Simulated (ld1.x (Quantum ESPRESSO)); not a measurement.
## What the settings do to the TM potential of Hf (Z = 72)

Base potential:

ld1.x (Quantum ESPRESSO) 7.5 input, shortened:

```
&input
   title='Hf', zed=72., rel=1, dft='PBESOL', iswitch=3,
   config='[Xe] 4f14 5d3 6s1 6p0'
 /
 &inputp
   pseudotype=2, tm=.true., lloc=1,
   nlcc=.false.
 /
3
6S  1  0   1.00   0.00  2.20  2.20  0.0
5D  3  2   3.00   0.00  2.40  2.40  0.0
5P  2  1   6.00   0.00  1.65  1.65  0.0
 &test
   configts(1)='5p6 5d3 6s1 6p0'
 /
```

All-electron outer shells of the reference configuration (PBEsol, scalar-relativistic, ld1.x):

```csv
shell,level (eV),outermost node (bohr),outermost maximum (bohr)
5s,-65.64,0.55,1.01
5p,-34.30,0.60,1.16
4f,-15.48,–,0.45
6s,-4.76,1.37,2.96
5d,-2.00,0.67,1.73
6p,-1.25,1.67,4.20
```

Cutoffs, loose and tight: the cutoffs (Ry, on a coarse ladder) from which the occupation-weighted sum of valence levels, in a spherical-Bessel basis at the reference potential, stays within 10 and 1 mRy of its value at 400 Ry. They do not see the model core or the augmentation charge, which bear on the density cutoff. Test errors are all-electron minus pseudo excitation energies from the reference, over the configurations 5p6 5d2 6s2 6p0; 5p6 5d2 6s1 6p0; 5p6 5d2 6s0 6p0; 5p6 5d2.5 6s1.5 6p0; 5p6 5d2 6s1 6p1; 5p6 5d2 6s0 6p2; 5p5 5d2 6s2 6p0. A dash means not determined; rows that change the core or the reference have their own tests. The largest error is taken over the tests solved by every variant that gives reliable tests at all: 5p6 5d2 6s0 6p0; 5p6 5d2 6s0 6p2; 5p6 5d2.5 6s1.5 6p0.

A true bound ghost makes a file unfit for plane-wave use even where its test errors are small: the radial tests pick states by their node count and pass the ghost by. Where a test does run into it, the solver fails or the error is huge.

| change | outcome | cutoff, loose | cutoff, tight | bound ghosts | largest test error (meV) |
| --- | --- | --- | --- | --- | --- |
| base | generated | 45 Ry | 80 Ry | s | +90 |
| wave 5p (bound): rc 1.65 bohr becomes 5p (bound): rc 1.20 bohr | generated | 100 Ry | 120 Ry | s | +29 |
| wave 5p (bound): rc 1.65 bohr becomes 5p (bound): rc 1.60 bohr | generated | 45 Ry | 90 Ry | s | +78 |
| wave 5p (bound): rc 1.65 bohr becomes 5p (bound): rc 1.88 bohr | generated | 35 Ry | 45 Ry | s | +173 |
| wave 5p (bound): rc 1.65 bohr becomes 5p (bound): rc 2.16 bohr | generated | 25 Ry | 40 Ry | s | +298 |
| wave 5p (bound): rc 1.65 bohr becomes 5p (bound): rc 2.50 bohr | generated | 25 Ry | 40 Ry | s | +331 |

(1) What comes out with this change to the base: wave 5p (bound): rc 1.65 bohr becomes 5p (bound): rc 1.34 bohr?

Results:

(1) outcome: generated; cutoff, loose: 90 Ry; cutoff, tight: 110 Ry; bound ghosts: s; largest test error (meV): +33.

Reading the sweep of the p radius (base included, trends over the rows without a ghost): Bound ghosts are found at 1.2, 1.34, 1.6, 1.65, 1.88, 2.16, 2.5 bohr. Every judged row has one, so this setting neither creates nor removes them.
